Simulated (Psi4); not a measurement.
HLiO, charge +1, doublet, at a GFN2-xTB geometry (such geometries of metal compounds can be far from the true shape) (a state made from the parent by changing its charge; the spin is typed, not shown lowest); HF/pcseg-1 (Psi4).

Input for Psi4:
```
memory 2 GB

molecule {
1 2
Li   -0.00000000   -0.00000000   -1.42494255
O     0.00000000    0.00000000    0.36662930
H     0.00000000    0.00000000    1.34179325
}

set {
  basis pcseg-1
  reference uhf
}

energy('scf')
print_variables()
```

Output, abridged:

```
   => Loading Basis Set <=

    Name: PCSEG-1
    Role: ORBITAL
    Keyword: BASIS

         ---------------------------------------------------------
                                   SCF
               by Justin Turney, Rob Parrish, Andy Simmonett
                          and Daniel G. A. Smith
                              UHF Reference
         ---------------------------------------------------------

  ==> Geometry <==

    Molecular point group: c2v
    Full point group: C_inf_v

    Geometry (in Angstrom), charge = 1, multiplicity = 2:

       Center              X                  Y                   Z               Mass
    ------------   -----------------  -----------------  -----------------  -----------------
         LI           0.000000000000     0.000000000000    -1.309161943098     7.016003436600
         O            0.000000000000     0.000000000000     0.482409906902    15.994914619570
         H            0.000000000000     0.000000000000     1.457573856902     1.007825032230

  Running in c2v symmetry.

  Rotational constants: A = ************  B =      0.94239  C =      0.94239 [cm^-1]
  Rotational constants: A = ************  B =  28252.03327  C =  28252.03327 [MHz]
  Nuclear repulsion =   12.003917621388949

  Charge       = 1
  Multiplicity = 2
  Electrons    = 11
  Nalpha       = 6
  Nbeta        = 5

  ==> Algorithm <==

  SCF Algorithm Type is DF.
  DIIS enabled.
  MOM disabled.
  Fractional occupation disabled.
  Guess Type is SAD.
  Energy threshold   = 1.00e-06
  Density threshold  = 1.00e-06
  Integral threshold = 1.00e-12

  ==> Primary Basis <==

  Basis Set: PCSEG-1
    Blend: PCSEG-1
    Number of shells: 14
    Number of basis functions: 28
    Number of Cartesian functions: 29
    Spherical Harmonics?: true
    Max angular momentum: 2

   => Loading Basis Set <=

    Name: (PCSEG-1 AUX)
    Role: JKFIT
    Keyword: DF_BASIS_SCF

  ==> Integral Setup <==

  SCF_SUBTYPE=INCORE selected. In-core MEM_DF algorithm will be used.
  Using in-core AOs.

  ==> MemDFJK: Density-Fitted J/K Matrices <==

    J tasked:                   Yes
    K tasked:                   Yes
    wK tasked:                   No
    Algorithm:                 Core
    Schwarz Cutoff:           1E-12
    Mask sparsity (%):       0.0000
    Fitting Condition:        1E-10

   => Auxiliary Basis Set <=

  Basis Set: (PCSEG-1 AUX)
    Blend: DEF2-UNIVERSAL-JKFIT
    Number of shells: 48
    Number of basis functions: 146
    Number of Cartesian functions: 173
    Spherical Harmonics?: true
    Max angular momentum: 4

  Minimum eigenvalue in the overlap matrix is 5.4279199804E-02.
  Reciprocal condition number of the overlap matrix is 1.5476577509E-02.
    Using symmetric orthogonalization.

  ==> Pre-Iterations <==

  SCF Guess: Superposition of Atomic Densities via on-the-fly atomic UHF (no occupation information).

   -------------------------
    Irrep   Nso     Nmo
   -------------------------
     A1        15      15
     A2         1       1
     B1         6       6
     B2         6       6
   -------------------------
    Total      28      28
   -------------------------

  ==> Iterations <==

                           Total Energy        Delta E     RMS |[F,P]|

   @DF-UHF iter SAD:   -82.02205835514748   -8.20221e+01   0.00000e+00
   @DF-UHF iter   1:   -82.61970044349383   -5.97642e-01   1.09180e-02 ADIIS/DIIS
   @DF-UHF iter   2:   -82.63587998865698   -1.61795e-02   3.32191e-03 ADIIS/DIIS
   @DF-UHF iter   3:   -82.63737951499287   -1.49953e-03   1.25954e-03 ADIIS/DIIS
   @DF-UHF iter   4:   -82.63768527712288   -3.05762e-04   4.17225e-04 ADIIS/DIIS
   @DF-UHF iter   5:   -82.63774186492728   -5.65878e-05   1.78068e-04 ADIIS/DIIS
   @DF-UHF iter   6:   -82.63775644293929   -1.45780e-05   4.80265e-05 DIIS
   @DF-UHF iter   7:   -82.63775760795032   -1.16501e-06   1.14609e-05 DIIS
   @DF-UHF iter   8:   -82.63775766795678   -6.00065e-08   2.88463e-06 DIIS
   @DF-UHF iter   9:   -82.63775767135492   -3.39814e-09   6.60061e-07 DIIS
  Energy and wave function converged.

  ==> Post-Iterations <==

   @Spin Contamination Metric:   5.305180591E-03
   @S^2 Expected:                7.500000000E-01
   @S^2 Observed:                7.553051806E-01
   @S   Expected:                5.000000000E-01
   @S   Observed:                5.000000000E-01

    Orbital Energies [Eh]
    ---------------------

    Alpha Occupied:

[...]
    Alpha Virtual:

[...]
      15A1     3.586289

    Beta Occupied:

[...]
    Beta Virtual:

[...]
    Final Occupation by Irrep:
             A1    A2    B1    B2
    DOCC [     4,    0,    0,    1 ]
    SOCC [     0,    0,    1,    0 ]
    NA   [     4,    0,    1,    1 ]
    NB   [     4,    0,    0,    1 ]

  @DF-UHF Final Energy:   -82.63775767135492

   => Energetics <=

    Nuclear Repulsion Energy =             12.0039176213889487
    One-Electron Energy =                -134.5042110722823452
    Two-Electron Energy =                  39.8625357795384758
    Total Energy =                        -82.6377576713549189

  UHF NO Occupations:
  HONO-2 :    3 A1 1.9994562
  HONO-1 :    4 A1 1.9982430
  HONO-0 :    1 B1 1.0000000
  LUNO+0 :    5 A1 0.0017570
  LUNO+1 :    6 A1 0.0005438
  LUNO+2 :    2 B2 0.0003533
  LUNO+3 :    7 A1 0.0000002

Computation Completed

Properties will be evaluated at   0.000000,   0.000000,   0.000000 [a0]

Properties computed using the SCF density matrix

 Multipole Moments:

 ------------------------------------------------------------------------------------
     Multipole            Electronic (a.u.)      Nuclear  (a.u.)        Total (a.u.)
 ------------------------------------------------------------------------------------

 L = 1.  Multiply by 2.5417464519 to convert [e a0] to [Debye]
 Dipole X            :          0.0000000            0.0000000            0.0000000
 Dipole Y            :          0.0000000            0.0000000            0.0000000
 Dipole Z            :         -3.9977015            2.6255237           -1.3721778
 Magnitude           :                                                    1.3721778

 ------------------------------------------------------------------------------------

  Variable Map:
  ----------------------------------------------------------------------------
[...]
  Array Variable Map:
  ----------------------------------------------------------------------------
[...]
[...]
```
